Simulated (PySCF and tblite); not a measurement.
Values are calculated unless marked as measured or tabulated.
System: C₈H₁₀O, numbered as in [CH:1]#[C:2][C@@H:3]1[CH2:4][CH:5]=[CH:6][O:7][C@@H:8]1[CH3:9].

For the inversion of the 6-membered ring (3–4–5–6–7–8): electronic barrier 10.02 kcal/mol, zero-point change -0.20 kcal/mol, thermal and entropy terms at 298.15 K a further 0.55 kcal/mol (symmetry numbers apart). The minimum is C1, the saddle C1. Level: CAM-B3LYP/pcSseg-1 + D3(BJ), IEF-PCM benzene on GFN2-xTB stationary points, with GFN2-xTB thermal terms. Rates follow Eyring's equation with the number of equivalent paths and no tunnelling. Programs: tblite and PySCF.

Problem. How many equivalent paths lead out of the minimum?

Solution. 1: the symmetry number of the minimum is 1, that of the saddle displaced along its mode 1.

Problem. Work out the rate at 298.15 K.

Solution. ΔG‡ = 10.37 kcal/mol; k_B T/h = 6.2×10¹² s⁻¹; exp(−ΔG‡/RT) = 2.5×10⁻⁸; times 1 gives k = 1.6×10⁵ s⁻¹. Wigner's tunnelling factor for the 61i cm⁻¹ mode would be 1.00.
